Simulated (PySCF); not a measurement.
**Zirconium: highly charged ions in a basis for the neutral atom**

Zr⁵⁺ [Ar] 3d10 4s2 4p5, Zr⁶⁺ [Ar] 3d10 4s2 4p4. Calculation: PySCF 2.14, in def2-SVP with the def2 core potential (28 electrons); a scalar-relativistic core potential. No spin-orbit coupling, so a gap to NIST mixes the basis error with missing relativistic terms.

Changed run: basis of the neutral atom used for a highly charged ion. This setting is unsound on purpose.

```tsv
species	method	sound run (hartree)	changed run (hartree)	converged
Zr⁵⁺	UHF	not run	-40.77374	yes
Zr⁵⁺	TPSS	not run	-41.04572	yes
Zr⁵⁺	r2SCAN	not run	-41.05664	yes
Zr⁶⁺	UHF	not run	-37.23654	yes
Zr⁶⁺	TPSS	not run	-37.47479	yes
Zr⁶⁺	r2SCAN	not run	-37.46840	yes
```

Ionisation energy of Zr⁵⁺:

```csv
method,changed run (eV),NIST (eV)
UHF,96.252,96.38 ± 0.04
TPSS,97.170,96.38 ± 0.04
r2SCAN,97.641,96.38 ± 0.04
```

The contracted functions were made for the neutral atom and can be too rigid for a highly charged ion.
